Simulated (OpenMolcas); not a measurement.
**Rh2+ in a point-charge field**

Rh2+ among 6 point charges of -1 e arranged as an octahedron (Oh), 2.39 Å from the ion.

```yaml
Program: OpenMolcas 26.06
Method: CASSCF
Basis: ANO-RCC-VDZP [6s5p3d1f]
Scalar_Hamiltonian: DKH2, point nucleus
Active_space: 7 electrons in 5 orbitals (4d)
State_averaging: 2S+1 = 4 even, 10 roots; 2S+1 = 2 even, 40 roots
Spin-orbit_coupling: RASSI with atomic mean-field integrals over the reference wave functions
```

The lowest spin-free states (labels of O, the rotations of Oh), above the lowest:

| State | Degeneracy | E (cm-1) | Free-ion L (%) |
| --- | --- | --- | --- |
| 4T1 | 3 | 0.0 | F (99) |
| 4T2 | 3 | 2339 | F (100) |
| 4A2 | 1 | 5178 | F (100) |
| 2E | 2 | 13839 | G (73) |
| 2T2 | 3 | 15200 | G (95) |
| 4T1 | 3 | 15211 | P (99) |
| 2T1 | 3 | 15233 | G (85) |
| 2A1 | 1 | 16354 | G (100) |
| 2T1 | 3 | 19289 | P (68) |
| 2T1 | 3 | 20075 | H (90) |
| 2T2 | 3 | 20272 | H (81) |
| 2E | 2 | 20991 | H (83) |
| 2T1 | 3 | 22385 | H (64) |
| 2E | 2 | 22659 | D (87) |
| 2T2 | 3 | 22996 | D (81) |
| 2T1 | 3 | 33619 | F (98) |
| 2T2 | 3 | 33628 | F (99) |
| 2A2 | 1 | 34117 | F (100) |
| 2E | 2 | 52261 | D (100) |
| 2T2 | 3 | 52336 | D (99) |

The lowest levels with spin-orbit coupling:

```json
{"E (cm-1)": "0.0", "Degeneracy": "2", "Label": "Γ6", "2S+1": "4", "g": "4.93 4.93 4.93"}
{"E (cm-1)": "517.7", "Degeneracy": "4", "Label": "Γ8", "2S+1": "4", "g": ""}
{"E (cm-1)": "1494", "Degeneracy": "4", "Label": "Γ8", "2S+1": "4", "g": ""}
{"E (cm-1)": "2637", "Degeneracy": "2", "Label": "Γ7", "2S+1": "4", "g": "0.68 0.68 0.68"}
{"E (cm-1)": "3998", "Degeneracy": "4", "Label": "Γ8", "2S+1": "4", "g": ""}
{"E (cm-1)": "4074", "Degeneracy": "2", "Label": "Γ6", "2S+1": "4", "g": "2.94 2.94 2.94"}
{"E (cm-1)": "4977", "Degeneracy": "2", "Label": "Γ7", "2S+1": "4", "g": "1.29 1.29 1.29"}
{"E (cm-1)": "5008", "Degeneracy": "4", "Label": "Γ8", "2S+1": "4", "g": ""}
{"E (cm-1)": "7812", "Degeneracy": "4", "Label": "Γ8", "2S+1": "4", "g": ""}
{"E (cm-1)": "15025", "Degeneracy": "4", "Label": "Γ8", "2S+1": "2", "g": ""}
{"E (cm-1)": "16074", "Degeneracy": "4", "Label": "Γ8", "2S+1": "2 (84 %)", "g": ""}
{"E (cm-1)": "16260", "Degeneracy": "4", "Label": "Γ8", "2S+1": "4 (62 %)", "g": ""}
{"E (cm-1)": "16310", "Degeneracy": "2", "Label": "Γ7", "2S+1": "4", "g": "2.60 2.60 2.60"}
{"E (cm-1)": "16433", "Degeneracy": "4", "Label": "Γ8", "2S+1": "4", "g": ""}
{"E (cm-1)": "17134", "Degeneracy": "2", "Label": "Γ6", "2S+1": "2", "g": "3.04 3.04 3.04"}
{"E (cm-1)": "17801", "Degeneracy": "2", "Label": "Γ6", "2S+1": "4 (88 %)", "g": "2.55 2.55 2.55"}
{"E (cm-1)": "17873", "Degeneracy": "4", "Label": "Γ8", "2S+1": "2", "g": ""}
{"E (cm-1)": "18175", "Degeneracy": "2", "Label": "Γ7", "2S+1": "2", "g": "2.18 2.18 2.18"}
{"E (cm-1)": "18530", "Degeneracy": "2", "Label": "Γ6", "2S+1": "2", "g": "1.53 1.53 1.53"}
{"E (cm-1)": "21004", "Degeneracy": "4", "Label": "Γ8", "2S+1": "2 (84 %)", "g": ""}
```

Powder χT (cm3 K/mol): 2.29 at 2 K, 2.36 at 10 K, 2.69 at 50 K, 3.09 at 100 K, 3.8 at 200 K, 4.23 at 300 K. The effective moment at 300 K is 2.828 √(χT) = 5.82 μB.

The lowest level has 2S+1 = 4, for which the spin-only value is χT = S(S+1) / 2 = 1.875 cm3 K/mol (g = 2). The computed 4.235 at 300 K differs by +2.360, through orbital momentum, spin-orbit coupling and any other state in reach. With a threefold ground state the orbital momentum is unquenched, so the spin-only value is not expected to hold.

A least-squares ligand-field fit to the states below 45000 cm-1, each weighted by its degeneracy and with a free common offset, gives 10Dq = 2648 cm-1, B = 887 cm-1 and C = 3525 cm-1 (C/B = 3.97), with an rms deviation of 72 cm-1.

An orbital triplet at a regular site is open to Jahn-Teller coupling, which can distort the site and quench the lowest spin-orbit gaps and is left out. Without dynamic correlation the repulsion within the d shell is too large (B by tens of per cent), so at a given field states of lower spin stand too high. Point charges give a weaker field than real ligands, and real ions of this kind are as a rule low spin; the high spin found here belongs to the model. Point charges carry no covalency, so the field is a model and not that of real ligands. No measured value stands beside these numbers.
